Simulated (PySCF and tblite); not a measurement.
The numbers below are computed, except where a source is named.
System: C6H11NO, numbered as in [CH3:1][NH:2]/[C:3]([CH3:4])=[CH:5]/[C:6]([CH3:7])=[O:8].

The path came from a restrained scan, a climbing-image band and a saddle search at GFN2-xTB; energies are PBE0/pcSseg-1 + D3(BJ)//GFN2-xTB, thermal terms GFN2-xTB. Rates follow Eyring's equation with the number of equivalent paths and no tunnelling. (PySCF 2.14 with density fitting, tblite 0.8.)

Q: Estimate the barrier and the room-temperature rate of the rotation about the C3–C5 bond (torsion N2–C3–C5–C6 from 179° to 351°, rising).

A: The electronic barrier is 35.6 kcal/mol and ΔG‡(298 K) 34.0 kcal/mol, over a C1 saddle with an imaginary mode of 835i cm⁻¹ (GFN2-xTB). With 2 equivalent paths, k is 1.4×10⁻¹² s⁻¹, a mean lifetime of the start of 2.3×10⁴ years against this motion. The end lies 5.5 kcal/mol above the start in free energy.
